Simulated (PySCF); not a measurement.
HNP, SMILES [NH+]#P, charge +1. Geometry: ωB97X-D3(BJ)/def2-TZVPD. The isomer is the one that the SMILES or the coordinates give; other isomers of the formula were not compared.

TDA-M06-2X/def2-TZVPD run with PySCF puts the lowest singlet excitations at 5.22, 6.11, 6.11, 8.54, 8.54, 10.43 eV and the lowest triplet (TDA) at 4.66 eV.

Task: What are the lowest singlet roots from EOM-CCSD/aug-cc-pVDZ (PySCF)? (Estimate from the structure and the level; the computed values follow.)

Result: 6.21, 6.37, 6.37, 8.63, 8.63, 9.72 eV; triplets 4.57, 5.47, 5.47 eV. S1 differs by 0.99 eV (second minus first; roots are paired by order, and the bases may differ).
